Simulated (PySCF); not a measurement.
**Electron correlation in Al (aluminium, neutral)**

[Ne] 3s1 3p2, high-spin 4P determinant (an excited configuration). All numbers are calculated (PySCF 2.14, the non-relativistic Hamiltonian (point nucleus), in dyall-acv3z). Frozen: [Ne]; 3 electrons correlated; the 23 highest virtual orbitals of each spin left out.

```tsv
level	correlation energy (mhartree)
CCSD	-14.61
(T)	-0.15
CCSD(T)	-14.76
```

Diagnostics: T1 = 0.0042, D1 = 0.0094, largest double amplitude 0.058.

Task: Is a single reference adequate?

Result: Yes: T1 lies below 0.03 and no double amplitude reaches 0.07.
